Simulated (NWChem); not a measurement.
System: MgGeH3Br; SMILES [GeH3][Mg][Br]

```xyz
6

Mg     0.1400    -0.2334    -0.0002
Br     0.5851    -2.5528     0.0003
Ge    -0.3433     2.2946    -0.0007
H     -1.2360     2.7461     1.1884
H      0.9434     3.1613     0.0913
H     -1.0792     2.7759    -1.2820
```
Atoms are numbered in this order, from 1.

Level: B3LYP/6-31G* (spherical d) (NWChem), optimised geometry, unscaled harmonic frequencies. This build's default masses of Se (78.918 u) and Br (79.917 u) are each other's, which moves their modes by up to 0.6 %. B3LYP is NWChem's, with the RPA form of VWN correlation.

Problem. List the harmonic frequencies with IR intensities, and the thermochemistry.

Solution. 
| frequency (cm⁻¹) | IR intensity (km/mol) |
|---|---|
| 76 | 22.2 |
| 76 | 22.2 |
| 161 | 2.4 |
| 361 | 0.1 |
| 361 | 0.1 |
| 455 | 81.1 |
| 782 | 276.1 |
| 884 | 31.8 |
| 884 | 31.8 |
| 2064 | 118.2 |
| 2079 | 148.1 |
| 2079 | 148.0 |

The zero-point energy is 14.7 kcal/mol and the thermal correction to the enthalpy at 298.15 K (with zero-point energy) comes out as 19.1 kcal/mol. The heat capacity Cv comes out as 18.0 cal/(mol K) and the entropy at 298.15 K and 1 atm (symmetry number 3) comes out as 80.4 cal/(mol K). The dipole moment is 1.39 D.

Rigid rotor and harmonic oscillator; modes under 100 cm⁻¹ make the entropy uncertain.
